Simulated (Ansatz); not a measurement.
Program: Ansatz. Geometries: PBE0-D4/def2-TZVP. ΔE: electronic, gas phase. CCSD(T)/CBS is the MP2 limit (def2-TZVPP, def2-QZVPP) plus CCSD(T) − MP2 in def2-TZVPP, frozen cores. This one scheme is used for every species, atoms too. Functionals use def2-TZVPP. Open shells (•) are unrestricted, without spin–orbit coupling. Spin–orbit coupling would lower the free atoms: a little for C, O. def2 core potentials past Kr. Bonds to Ag are less sure, by a few kJ/mol each and by 10 to 20 or more in all where they break to atoms, as the def2 sets lack core-valence functions. Each species was taken in one conformer, which may not be the lowest.

Reaction (atomization): `C[O][Ag-][OH2+]` → Ag• + C• + 5 H• + 2 O•

| level | ΔE (kcal/mol) |
| --- | --- |
| B2PLYP | 684.2 |
| MP2/def2-QZVPP | 701.6 |

Problem. What does CCSD(T)/CBS give? (An estimate is asked.)

Solution. Ansatz gave: +696.9 kcal/mol. The listed levels differ from it by -12.7, 4.7 kcal/mol.

Largest T1 diagnostic among the species: 0.020.

At CCSD(T), def2-SVP lies −42.0 kcal/mol from the extrapolated value and def2-TZVPP −21.5 kcal/mol: correlation converges slowly with the basis, and small sets miss more of it in the bonded molecule than in its fragments. From BLYP to BHLYP (50 % exact exchange), in def2-TZVPP and without D4, ΔE moves by −36.0 kcal/mol: exact exchange takes away binding that semilocal exchange gives to molecules.

For atomizations the MP2-based limit and the directly extrapolated one differ by several kJ/mol either way, and by 10 to 25 for some Ge, Se and Sn compounds, so smaller differences from it don't rank the levels.
